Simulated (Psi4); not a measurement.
C6H14O (SMILES CC(C)CC(C)O), singlet, geometry from GFN2-xTB; CCSD/STO-3G run with Psi4.

Psi4 was given this input:
```
memory 2 GB

molecule {
0 1
  C    -2.43078635    0.70386941   -0.80303926
  C    -1.25570669    0.44918022    0.14006863
  C    -1.61131725   -0.65358106    1.13232826
  C    -0.00356784    0.09617071   -0.67105441
  C     1.30635872    0.16561605    0.12111794
  C     2.50620758    0.28469755   -0.82155621
  O     1.41416337   -1.00010812    0.91718752
  H    -3.32653403    0.94646361   -0.23583611
  H    -2.63394850   -0.18210721   -1.40088243
  H    -2.21754026    1.53142372   -1.47653008
  H    -1.05474058    1.37209009    0.69721620
  H    -2.44485243   -0.34699566    1.76089494
  H    -1.89494724   -1.55862855    0.59971909
  H    -0.75974526   -0.88569296    1.76357795
  H     0.07553450    0.78969911   -1.51042497
  H    -0.10234493   -0.91470588   -1.06915737
  H     1.28419761    1.05287160    0.77827267
  H     2.44138523    1.19839905   -1.40578699
  H     3.43649354    0.30505001   -0.25455642
  H     2.53090781   -0.56678997   -1.49790355
  H     2.28569861   -1.01592954    1.32670716
}

set basis sto-3g
set cc_type df
set mp2_type df
set scf_type df

energy('ccsd')
print_variables()
```

What the program printed (banner, timings and long lists left out):

```
    For method 'CCSD', SCF Algorithm Type (re)set to DISK_DF.

   => Loading Basis Set <=

    Name: STO-3G
    Role: ORBITAL
    Keyword: BASIS

         ---------------------------------------------------------
                                   SCF
               by Justin Turney, Rob Parrish, Andy Simmonett
                          and Daniel G. A. Smith
                              RHF Reference
         ---------------------------------------------------------

  ==> Geometry <==

    Molecular point group: c1
    Full point group: C1

    Geometry (in Angstrom), charge = 0, multiplicity = 1:

       Center              X                  Y                   Z               Mass
    ------------   -----------------  -----------------  -----------------  -----------------
         C           -2.453847216944     0.720583298804    -0.821696277601    12.000000000000
         C           -1.278767556944     0.465894108804     0.121411612399    12.000000000000
         C           -1.634378116944    -0.636867171196     1.113671242399    12.000000000000
         C           -0.026628706944     0.112884598804    -0.689711427601    12.000000000000
         C            1.283297853056     0.182329938804     0.102460922399    12.000000000000
         C            2.483146713056     0.301411438804    -0.840213227601    12.000000000000
         O            1.391102503056    -0.983394231196     0.898530502399    15.994914619570
         H           -3.349594896944     0.963177498804    -0.254493127601     1.007825032230
         H           -2.657009366944    -0.165393321196    -1.419539447601     1.007825032230
         H           -2.240601126944     1.548137608804    -1.495187097601     1.007825032230
         H           -1.077801446944     1.388803978804     0.678559182399     1.007825032230
         H           -2.467913296944    -0.330281771196     1.742237922399     1.007825032230
         H           -1.918008106944    -1.541914661196     0.581062072399     1.007825032230
         H           -0.782806126944    -0.868979071196     1.744920932399     1.007825032230
         H            0.052473633056     0.806412998804    -1.529081987601     1.007825032230
         H           -0.125405796944    -0.897991991196    -1.087814387601     1.007825032230
         H            1.261136743056     1.069585488804     0.759615652399     1.007825032230
         H            2.418324363056     1.215112938804    -1.424444007601     1.007825032230
         H            3.413432673056     0.321763898804    -0.273213437601     1.007825032230
         H            2.507846943056    -0.550076081196    -1.516560567601     1.007825032230
         H            2.262637743056    -0.999215651196     1.308050142399     1.007825032230

  Running in c1 symmetry.

  Rotational constants: A =      0.14775  B =      0.05074  C =      0.04047 [cm^-1]
  Rotational constants: A =   4429.46179  B =   1521.24814  C =   1213.39233 [MHz]
  Nuclear repulsion =  334.173085418327673

  Charge       = 0
  Multiplicity = 1
  Electrons    = 58
  Nalpha       = 29
  Nbeta        = 29

  ==> Algorithm <==

  SCF Algorithm Type is DISK_DF.
  DIIS enabled.
  MOM disabled.
  Fractional occupation disabled.
  Guess Type is SAD.
  Energy threshold   = 1.00e-08
  Density threshold  = 1.00e-08
  Integral threshold = 1.00e-12

  ==> Primary Basis <==

  Basis Set: STO-3G
    Blend: STO-3G
    Number of shells: 35
    Number of basis functions: 49
    Number of Cartesian functions: 49
    Spherical Harmonics?: true
    Max angular momentum: 1

   => Loading Basis Set <=

    Name: (STO-3G AUX)
    Role: JKFIT
    Keyword: DF_BASIS_SCF

  ==> Integral Setup <==

  ==> DiskDFJK: Density-Fitted J/K Matrices <==

    J tasked:                  Yes
    K tasked:                  Yes
    wK tasked:                  No
    Integrals threads:           1
    Algorithm:                Core
    Integral Cache:           SAVE
    Schwarz Cutoff:          1E-12
[...]

    Doubly Occupied:

[...]
    Virtual:

[...]
    Final Occupation by Irrep:
              A
    DOCC [    29 ]
    NA   [    29 ]
    NB   [    29 ]

  @DF-RHF Final Energy:  -306.45111857393499

   => Energetics <=

    Nuclear Repulsion Energy =            334.1730854183276733
    One-Electron Energy =               -1080.4303823405214189
    Two-Electron Energy =                 439.8061783482587543
    Total Energy =                       -306.4511185739349912

Computation Completed

Properties will be evaluated at   0.000000,   0.000000,   0.000000 [a0]

Properties computed using the SCF density matrix

 Multipole Moments:

 ------------------------------------------------------------------------------------
     Multipole            Electronic (a.u.)      Nuclear  (a.u.)        Total (a.u.)
 ------------------------------------------------------------------------------------

 L = 1.  Multiply by 2.5417464519 to convert [e a0] to [Debye]
 Dipole X            :          2.9564036           -2.5275658            0.4288377
 Dipole Y            :         -1.4792664            1.8319105            0.3526441
 Dipole Z            :          1.9668367           -2.0448860           -0.0780493
 Magnitude           :                                                    0.5606704

 ------------------------------------------------------------------------------------

  Constructing Basis Sets for FNOCC...

   => Loading Basis Set <=

    Name: (STO-3G AUX)
    Role: JKFIT
    Keyword: DF_BASIS_SCF

   => Loading Basis Set <=

    Name: (STO-3G AUX)
    Role: RIFIT
    Keyword: DF_BASIS_CC

        *******************************************************
        *                                                     *
        *                       DF-CCSD                       *
        *                 Density-fitted CCSD                 *
        *                                                     *
        *                   Eugene DePrince                   *
        *                                                     *
        *******************************************************

Traceback (most recent call last):
  File "psi4", line 375, in <module>
  File "<string>", line 44, in <module>
  File "site-packages/psi4/driver/driver.py", line 533, in energy
  File "site-packages/psi4/driver/procrouting/proc.py", line 871, in select_ccsd
  File "site-packages/psi4/driver/procrouting/proc.py", line 5609, in run_fnodfcc

RuntimeError:
Fatal Error: ndocc must be less than nvirt
The most recent 5 function calls were:

psi::PsiException::PsiException(std::__cxx11::basic_string<char, std::char_traits<char>, std::allocator<char> >, char const*, int)
psi::fnocc::DFFrozenNO::DFFrozenNO(std::shared_ptr<psi::Wavefunction>, psi::Options&)

Printing out the relevant lines from the Psithon --> Python processed input file:
    core.IO.set_default_namespace("")
    core.set_global_option("BASIS", "sto-3g")
    core.set_global_option("CC_TYPE", "df")
    core.set_global_option("MP2_TYPE", "df")
    core.set_global_option("SCF_TYPE", "df")
--> energy('ccsd')
    print_variables()

!----------------------------------------------------------------------------------!
!                                                                                  !
! Fatal Error: ndocc must be less than nvirt                                       !
! The most recent 5 function calls were:                                           !
! psi::PsiException::PsiException(std::__cxx11::basic_string<char,                 !
!     std::char_traits<char>, std::allocator<char> >, char const*, int)            !
! psi::fnocc::DFFrozenNO::DFFrozenNO(std::shared_ptr<psi::Wavefunction>,           !
!     psi::Options&)                                                               !
!                                                                                  !
!----------------------------------------------------------------------------------!
```

The program stopped with an error.
